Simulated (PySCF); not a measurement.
# Excitation energy of K by level of theory

K [Ar] 4s1 (2S) → K [Ar] 3d1 (2D), as a difference of total energies. Calculation: PySCF 2.14, in x2c-TZVPPall (6s4p3d, 33 functions); scalar relativity by spin-free X2C-1e. Correlated levels: valence and next inner shell: [Ne] frozen. The calculations carry no spin-orbit coupling.

| method | excitation energy (eV) |
| --- | --- |
| UHF | 3.424 |
| LDA | 3.158 |
| PBE0 | 3.074 |
| LC-wPBE | 3.305 |
| r2SCANh | 3.081 |
| wB97X | 3.219 |
| PW91 | 2.993 |
| MP2 (valence and next inner shell) | 3.595 |
| SCS-MP2 (valence and next inner shell) | 3.567 |

Problem. Estimate what r2SCAN gives.

Solution. 3.035 eV, closest to PBE0 among the rows shown.

Problem. Estimate what PBE gives.

Solution. 2.976 eV, closest to PW91 among the rows shown.

Errors of the correlated levels include the incompleteness of this basis and the frozen core.

The basis was made for the ground configuration and has no added diffuse functions, so the excitation energy can come out too high.

In the upper state the promoted electron has a positive orbital energy at LDA, PBE, PBE0, r2SCAN, r2SCANh, PW91, so the basis confines it.

For comparison: 2.670 eV (measured; NIST levels, between the centres of gravity of the two terms).
